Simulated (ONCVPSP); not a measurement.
# Pseudopotential generation for Ni (Z = 28): ONCV, LDA (Perdew-Zunger), non-relativistic.

Input for ONCVPSP 4.0.1:

```
# ATOM AND REFERENCE CONFIGURATION
# atsym  z   nc   nv     iexc    psfile
  Ni 28.00    4    3        3      upf
#
#   n    l    f
    1    0    2.00
    2    0    2.00
    2    1    6.00
    3    0    2.00
    3    1    6.00
    3    2    8.00
    4    0    1.00
#
# PSEUDOPOTENTIAL AND OPTIMIZATION
# lmax
    3
#
#   l,   rc,      ep,       ncon, nbas, qcut
    0    1.70    0.00    4    7    4.00
    1    1.10    0.00    4    7   11.80
    2    1.15    0.00    3    8   11.20
    3    1.40    0.39    4    7    7.70
#
# LOCAL POTENTIAL
# lloc, lpopt,  rc(5),   dvloc0
    4    4    0.90    2.00
#
# VANDERBILT-KLEINMAN-BYLANDER PROJECTORs
# l, nproj, debl
    0    2    3.80
    1    2    1.30
    2    1    1.90
    3    2    0.50
#
# MODEL CORE CHARGE
# icmod, fcfact, rcfact
    3    5.00    1.25
#
# LOG DERIVATIVE ANALYSIS
# epsh1, epsh2, depsh
   -4.00    5.00    0.02
#
# OUTPUT GRID
# rlmax, drl
    6.00    0.01
#
# TEST CONFIGURATIONS
# ncnf
    4
# nvcnf
#   n    l    f
    3
    3    1    6.00
    3    2    8.00
    4    0    2.00
#
    3
    3    1    6.00
    3    2    8.00
    4    0    0.00
#
    3
    3    1    6.00
    3    2    7.00
    4    0    0.00
#
    3
    3    1    6.00
    3    2    9.00
    4    0    0.00
#
```

Command:

```bash
oncvpspnr.x < Ni.dat > Ni.out
```

Resulting log (shortened: citation, most of the input echo, consistency checks and plot data are left out):

```
ONCVPSP  (Optimized Norm-Conservinng Vanderbilt PSeudopotential)
scalar-relativistic version 4.0.1

#   n    l    f        energy (Ha)
    1    0    2.00    -2.9820787E+02
    2    0    2.00    -3.5642147E+01
    2    1    6.00    -3.1198775E+01
    3    0    2.00    -4.2854110E+00
    3    1    6.00    -2.9291099E+00
    3    2    8.00    -6.8090683E-01
    4    0    1.00    -4.8812009E-01

Reference configufation results
  iterations    29
  all-electron total energy (Ha)   -1.50521773D+03

Begin loop to  construct optimized pseudo wave functions
and semi-local pseudopoentials for all angular momenta

   Wellstate for l =  0  n =  6
     eigenvalue =   3.3119
     asymptotic potential =   3.8119
     half-point radius =  3.0251

Calculating optimized projector #   1

 for l=   0

    Fraction of norm inside rc  0.168739
    Optimizing pswf for qcut=   4.00 a_B^-1,  ecut=   8.00 Ha
    Residual kinetic energy error=  1.09D-03 Ha

    Energy error per electron        Cutoff
         Ha          eV             Ha
         0.01000     0.27211        3.33
         0.00100     0.02721        8.96
         0.00010     0.00272       39.26
         0.00001     0.00027       52.47

Calculating optimized projector #   2

 for l=   0

    Fraction of norm inside rc  0.095505
    Optimizing pswf for qcut=   4.00 a_B^-1,  ecut=   8.00 Ha
    Residual kinetic energy error=  4.35D-02 Ha

    Energy error per electron        Cutoff
         Ha          eV             Ha
         0.01000     0.27211        9.23
         0.00100     0.02721       11.57
         0.00010     0.00272       28.13
         0.00001     0.00027       55.68

WARNING wellstate: negative energy specified for n= 4 l=  1
WARNING scattering state with energy  0.25000000
WARNING will be used for the first projector

   Wellstate for l =  1  n =  5
     eigenvalue =   0.2500
     asymptotic potential =   0.7500
     half-point radius =  6.0701

Calculating optimized projector #   1

 for l=   1

    Fraction of norm inside rc  0.848808
    Optimizing pswf for qcut=  11.81 a_B^-1,  ecut=  69.77 Ha
    Residual kinetic energy error=  1.03D-07 Ha

    Energy error per electron        Cutoff
         Ha          eV             Ha
         0.01000     0.27211       32.99
         0.00100     0.02721       42.40
         0.00010     0.00272       50.67
         0.00001     0.00027       57.82

Calculating optimized projector #   2

 for l=   1

    Fraction of norm inside rc  0.019778
    Optimizing pswf for qcut=  11.81 a_B^-1,  ecut=  69.77 Ha
    Residual kinetic energy error=  9.47D-08 Ha

    Energy error per electron        Cutoff
         Ha          eV             Ha
         0.01000     0.27211       21.08
         0.00100     0.02721       31.52
         0.00010     0.00272       40.57
         0.00001     0.00027       48.13

Calculating optimized projector #   1

 for l=   2

    Fraction of norm inside rc  0.707229
    Optimizing pswf for qcut=  11.19 a_B^-1,  ecut=  62.59 Ha
    Residual kinetic energy error=  1.71D-04 Ha

    Energy error per electron        Cutoff
         Ha          eV             Ha
         0.01000     0.27211       48.58
         0.00100     0.02721       56.54
         0.00010     0.00272       79.40
         0.00001     0.00027      266.11

   Wellstate for l =  3  n =  4
     eigenvalue =   0.3900
     asymptotic potential =   0.8900
     half-point radius =  5.3169

   Wellstate for l =  3  n =  5
     eigenvalue =   0.8900
     asymptotic potential =   1.3900
     half-point radius =  5.7773

Calculating optimized projector #   1

 for l=   3

    Fraction of norm inside rc  0.003368
    Optimizing pswf for qcut=   7.71 a_B^-1,  ecut=  29.76 Ha
    Residual kinetic energy error=  4.21D-06 Ha

    Energy error per electron        Cutoff
         Ha          eV             Ha
         0.01000     0.27211        2.68
         0.00100     0.02721        7.74
         0.00010     0.00272       17.41
         0.00001     0.00027       26.48

Calculating optimized projector #   2

 for l=   3

    Fraction of norm inside rc  0.010508
    Optimizing pswf for qcut=   7.71 a_B^-1,  ecut=  29.76 Ha
    Residual kinetic energy error=  1.65D-05 Ha

    Energy error per electron        Cutoff
         Ha          eV             Ha
         0.01000     0.27211        5.14
         0.00100     0.02721       13.59
         0.00010     0.00272       23.42
         0.00001     0.00027       31.40

Construct Vanderbilt / Kleinmman-Bylander projectors

B matrix Hermiticity error, ll=   0
   1   2    2.6364E-08

  Orthonormal projector coefficients  6.1758E+00  4.1194E+00

B matrix Hermiticity error, ll=   1
   1   2   -3.7502E-09

  Orthonormal projector coefficients -2.2998E+00  5.7840E-01

B matrix Hermiticity error, ll=   3
   1   2   -1.2212E-10

  Orthonormal projector coefficients -3.4924E+01 -1.0389E+00

Model core correction analysis
  based on d2Exc/dn_idn_j

d2excae - all-electron derivatives

   -3.699556D-02   -2.888150D-02   -3.321586D-03
   -2.888150D-02   -2.667950D-02   -8.446425D-03
   -3.321186D-03   -8.442014D-03   -4.247102D-02

d2excps - pseudofunction derivatives with no core correction

   -4.463470D-02   -3.563345D-02   -2.967974D-03
   -3.563375D-02   -3.184464D-02   -8.505280D-03
   -2.967725D-03   -8.500989D-03   -4.277020D-02

rms 2nd derivative error    4.429238E-03

rmatch, rhocmatch    0.3965   47.7653

Teter function model core charge with specified parameters

d2excps - pseudofunction derivatives with core correction

   -4.096836D-02   -3.402545D-02   -2.953430D-03
   -3.402562D-02   -3.102818D-02   -8.499047D-03
   -2.953179D-03   -8.494756D-03   -4.277013D-02

rms 2nd derivative error    3.126632E-03

Pseudoatom total energy -124.910525

Diagnostic tests using Vanderbilt-Kleinman-Bylander pseudopotentials
  1 or more projectors used as specified by nproj input data

   l    rcore       rmatch      e in        delta e   norm test  slope test

   0   1.7066364   1.7584536  -0.4881201  -0.0000000   0.9999999   1.0000002
run_diag: lschvkbbe ERROR   2   2   0  60  3.31187990E+00  2.93069191E+00
   0   1.7066364   1.7584536   3.3118799  -0.3811880   2.3021613   1.0616222

   1   1.1027788   1.1362616  -2.9291099   0.0000001   1.0000000   1.0000001
   1   1.1027788   1.1362616   0.2500000  -0.0000000   1.0000000   1.0000000

   2   1.1568373   1.1919613  -0.6809068  -0.0001956   0.9999688   0.9997172

   3   1.4009017   1.4434361   0.3900000  -0.0000001   1.0000000   1.0000000
   3   1.4009017   1.4434361   0.8900000  -0.0000001   1.0000000   1.0000000

 Testing for bound ghosts
   n   l    E NL Schr. Eq   E Basis Diag.   E Cutoff

       0                       -2.300435     63.66  WARNING - GHOST(-)
   1   0       -0.488120       -0.469795     63.66

   2   1       -2.929110       -2.928990    183.44

   3   2       -0.681102       -0.674065    192.84

   4   3       -0.032933        0.715516    148.58

 Testing for highly-localized positive-energy ghosts
       l    <radius>/rc     E Basis Diag.   E Cutoff

       3        0.617531       54.161886    148.58  WARNING - GHOST(+)

Test configuration 0

   n   l     f        eae           eps        diff
   1   0  2.0000 -298.20786998
   2   0  2.0000  -35.64214676
   2   1  6.0000  -31.19877498
   3   0  2.0000   -4.28541100
   3   1  6.0000   -2.92910993   -2.92910978    1.47D-07
   3   2  8.0000   -0.68090683   -0.68110245   -1.96D-04
   4   0  1.0000   -0.48812009   -0.48812012   -2.57D-08

    Total energies and differences
      AE_ref= -1.50521773D+03  AE_tst= -1.50521773D+03  dif=  0.00D+00
      PS_ref= -1.24910525D+02  PS_tst= -1.24910525D+02  dif=  2.42D-13
      PSP excitation error= -2.42D-13

Test configuration 1

   n   l     f        eae           eps        diff
   1   0  2.0000 -297.87134970
   2   0  2.0000  -35.31241901
   2   1  6.0000  -30.86843503
   3   0  2.0000   -3.95042567
   3   1  6.0000   -2.59386538   -2.59628551   -2.42D-03
   3   2  8.0000   -0.34844898   -0.34969696   -1.25D-03
   4   0  2.0000   -0.21102091   -0.21077447    2.46D-04

    Total energies and differences
      AE_ref= -1.50521773D+03  AE_tst= -1.50556411D+03  dif= -3.46D-01
      PS_ref= -1.24910525D+02  PS_tst= -1.25256741D+02  dif= -3.46D-01
      PSP excitation error= -1.61D-04

Test configuration 2

   n   l     f        eae           eps        diff
   1   0  2.0000 -298.59817471
   2   0  2.0000  -36.02167240
   2   1  6.0000  -31.57927056
   3   0  2.0000   -4.67171801
   3   1  6.0000   -3.31554591   -3.31142343    4.12D-03
   3   2  8.0000   -1.06204266   -1.06030488    1.74D-03

    Total energies and differences
      AE_ref= -1.50521773D+03  AE_tst= -1.50457936D+03  dif=  6.38D-01
      PS_ref= -1.24910525D+02  PS_tst= -1.24271814D+02  dif=  6.39D-01
      PSP excitation error= -3.38D-04

Test configuration 3

   n   l     f        eae           eps        diff
   1   0  2.0000 -299.35423486
   2   0  2.0000  -36.79880967
   2   1  6.0000  -32.35427181
   3   0  2.0000   -5.40090889
   3   1  6.0000   -4.03764525   -4.03769877   -5.35D-05
   3   2  7.0000   -1.75224684   -1.74982047    2.43D-03

    Total energies and differences
      AE_ref= -1.50521773D+03  AE_tst= -1.50318120D+03  dif=  2.04D+00
      PS_ref= -1.24910525D+02  PS_tst= -1.22875610D+02  dif=  2.03D+00
      PSP excitation error=  1.62D-03

Test configuration 4

   n   l     f        eae           eps        diff
   1   0  2.0000 -297.98700577
   2   0  2.0000  -35.39744271
   2   1  6.0000  -30.95661311
   3   0  2.0000   -4.06577759
   3   1  6.0000   -2.71428615   -2.70864739    5.64D-03
   3   2  9.0000   -0.49187201   -0.49055268    1.32D-03

    Total energies and differences
      AE_ref= -1.50521773D+03  AE_tst= -1.50534512D+03  dif= -1.27D-01
      PS_ref= -1.24910525D+02  PS_tst= -1.25035987D+02  dif= -1.25D-01
      PSP excitation error= -1.92D-03
```

oncvpspnr.x prints “scalar-relativistic version” in its banner although the run is non-relativistic.

Note: ghosts flagged at negative energy: s at -62.6 eV; GHOST(+) flags only above 600 eV. A true bound ghost makes a file unfit for plane-wave use.

The run took about 2.5 s on one core of a shared server CPU.
